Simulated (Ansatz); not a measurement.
BCl3FHSi (`FB[Si](Cl)(Cl)Cl`), 7 atoms. The species carries charge 0 and has multiplicity 1. All runs use 4 threads of a server CPU on a shared host. Correlated methods freeze the cores.

Give the basis size and wall time and peak host memory of each of these runs in Ansatz. RKS ωB97M-V/def2-SVP energy; RKS B3LYP-D4/def2-TZVPP energy and forces; RKS BLYP-D4/def2-TZVPP energy; RKS PBE0-D4/def2-TZVP relaxation (10 steps); RKS SPW92/def2-TZVPP energy; RKS B97M-V/def2-TZVPP energy; RKS PBE0-D4/def2-SVP energy; RKS PBE0-D4/def2-TZVP frequencies; direct RPA on PBE orbitals/def2-TZVPP energy; RHF-MP2/def2-QZVPP energy; RHF-CCSD(T)/def2-TZVPP energy; RKS ωB97M-V/def2-QZVPP energy. (Best estimate.)

The calculation gave: Other jobs shared the machine, so times are rough.

| level | job | functions | wall time | peak host memory (GiB) |
| --- | --- | --- | --- | --- |
| RKS PBE0-D4/def2-SVP | energy | 105 | 1.4 s | 0.22 |
| RKS SPW92/def2-TZVPP | energy | 244 | 1.4 s | 0.37 |
| RKS BLYP-D4/def2-TZVPP | energy | 244 | 2.4 s | 0.38 |
| RKS ωB97M-V/def2-SVP | energy | 105 | 6 s | 0.34 |
| RKS B3LYP-D4/def2-TZVPP | energy and forces | 244 | 6 s | 0.84 |
| direct RPA on PBE orbitals/def2-TZVPP | energy | 244 | 6.5 s | 0.53 |
| RKS B97M-V/def2-TZVPP | energy | 244 | 11 s | 0.46 |
| RHF-MP2/def2-QZVPP | energy | 424 | 21 s | 2.2 |
| RKS ωB97M-V/def2-QZVPP | energy | 424 | 27 s | 2.2 |
| RKS PBE0-D4/def2-TZVP | relaxation (10 steps) | 216 | 46 s | 0.71 |
| RKS PBE0-D4/def2-TZVP | frequencies | 216 | 2.6 min | 0.7 |
| RHF-CCSD(T)/def2-TZVPP | energy | 244 | 3.4 min | 4.5 |

B3LYP here is the variant with VWN-RPA as its local correlation; programs differ in this.
